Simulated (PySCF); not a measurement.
**Correlation energy of Rh (rhodium, neutral)**

Starting occupation: [Kr] 4d8 5p1, 4d3/2 with m_j = -1/2, +1/2, +3/2, 4d5/2 with m_j = -3/2, -1/2, +1/2, +3/2, +5/2, 5p3/2 with m_j = +3/2. Calculation: PySCF 2.14, in x2c-TZVPall-2c with one added diffuse shell each of s, p, d type (9s10p8d1f, 86 functions); X2C-1e with screened-nucleus spin-orbit coupling, Gaussian nucleus. Frozen: [Ar] 3d10; 17 electrons correlated; the 6 highest virtual spinors left out.

MP2 pair energies summed by pair of shells (mhartree):

| pair | energy | share (%) |
| --- | --- | --- |
| 4d-4d | -167.82 | 40.3 |
| 4d-4p | -141.87 | 34.1 |
| 4p-4p | -48.35 | 11.6 |
| 4d-4s | -21.97 | 5.3 |
| 4p-4s | -21.78 | 5.2 |
| 4d-5p | -9.13 | 2.2 |
| 4s-4s | -3.68 | 0.9 |
| 4p-5p | -1.65 | 0.4 |
| 4s-5p | -0.10 | 0.0 |

Total MP2 correlation energy: -416.36 mhartree.

The GHF reference relaxed away from the jj start to a determinant that is no pure jj level (⟨S²⟩ = 3.76, ⟨J²⟩ = 35.80); the energies belong to that determinant.

This basis was not built for core-valence correlation, so the inner-shell part is incomplete.
